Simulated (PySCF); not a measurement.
Spectrum to structure. Method used: TDDFT PBE0/def2-SVPD, vertical, gas phase, core orbitals frozen in the response in PySCF. Geometries: GFN2-xTB, one conformer each.

```tsv
state	E (eV)	f
S1	5.54	0.119
S2	5.70	0.0049
S3	6.04	0.0041
S4	6.14	0.028
S5	6.22	0.089
S6	6.51	0.0059
S7	6.61	0.018
S8	6.63	0.082
```

Orbital energies (eV): HOMO-3 -8.93, HOMO-2 -8.15, HOMO-1 -7.24, HOMO -6.34, LUMO -0.02, LUMO+1 0.30, LUMO+2 0.71.

Question: Which candidate is it? All have the formula C5H9OPSi.
A. `C#C[C@@H]1CCO[Si@@H]1P`
B. `c1oc(cc1)C[SiH2]P`
C. `C#C[Si@@H](P)O/C=C\C`
D. `C#C[C@@H]1CCO[Si@H]1P`

Answer: B. Its S1 lies at 5.54 eV; the nearest of the others has S1 at 5.10 eV. S1 is HOMO→LUMO (92%). Löwdin shares by element: HOMO carbon 75% or more (atoms not listed hold the other 25%); LUMO carbon 38% or more, oxygen 12% (atoms not listed hold the other 50%). At the same level the other candidates give, for their lowest levels:
- `C#C[Si@@H](P)O/C=C\C`: 5.10 eV (f 0.000); 5.54 eV (f 0.062); 5.77 eV (f 0.036); 6.01 eV (f 0.024); 6.08 eV (f 0.068); T1 4.24 eV; HOMO -6.69, LUMO -0.60 eV
- `C#C[C@@H]1CCO[Si@H]1P`: 6.12 eV (f 0.047); 6.24 eV (f 0.003); 6.52 eV (f 0.022); 6.67 eV (f 0.047); 6.73 eV (f 0.011); T1 5.30 eV; HOMO -7.28, LUMO 0.08 eV
- `C#C[C@@H]1CCO[Si@@H]1P`: 6.20 eV (f 0.010); 6.25 eV (f 0.004); 6.45 eV (f 0.005); 6.66 eV (f 0.060); 6.72 eV (f 0.053); T1 5.37 eV; HOMO -7.31, LUMO 0.12 eV

Conformer computed: `[PH2:1][SiH2:2][CH2:3][c:4]1[cH:5][cH:6][cH:7][o:8]1`: P1–Si2–C3–C4 44°, Si2–C3–C4–C5 121°, H–P1–Si2–C3 -93°, H–P1–Si2–C3 175°.
Triplets come from the Tamm–Dancoff approximation.
